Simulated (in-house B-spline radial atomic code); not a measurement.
## Ionising Sc⁵⁺ with different functionals

Computed with a B-spline radial code for spherical atoms: four-component Dirac-Coulomb Hamiltonian, Fermi nucleus of rms radius 3.5459 fm, spin-restricted, spherical fractional occupations for the functionals, and exact exchange of hybrids averaged over the configuration. The ionisation energy is the difference of two self-consistent energies, [Ne] 3s2 3p4 → [Ne] 3s2 3p3, without Breit or QED terms; ε is the level of the shell that loses the electron (mean over j). The electron is taken from both j subshells in proportion to 2j + 1, so the result is a j average, not the step between ground levels.

```
   method                    rung  ΔSCF (eV)  -ε(3p) (eV)
    B97-1           global hybrid     113.49       105.49
    B3LYP           global hybrid     113.56       105.45
BHandHLYP           global hybrid     113.31       108.54
    HSE06  range-separated hybrid     113.48       105.53
```

Among the functionals, which spreads more, the ΔSCF values or the orbital energies?

The orbital energies: ΔSCF values span about 0.24 eV and the orbital energies 3.09 eV; here energy differences depend much less on the functional than eigenvalues do.

How do they compare with the NIST value?

NIST lists 110.68 eV ± 0.05 (semi-empirical, ground level to ground level). Errors run from +2.63 to +2.88 eV. The correlated functionals all miss on the same side by more than they spread, so the cause is common to them (Breit-QED terms, spin polarisation, the choice among j levels, multiplet and fine-structure energies, or a listed next ion that isn't the cheapest removal here) and closeness doesn't rank the functionals.
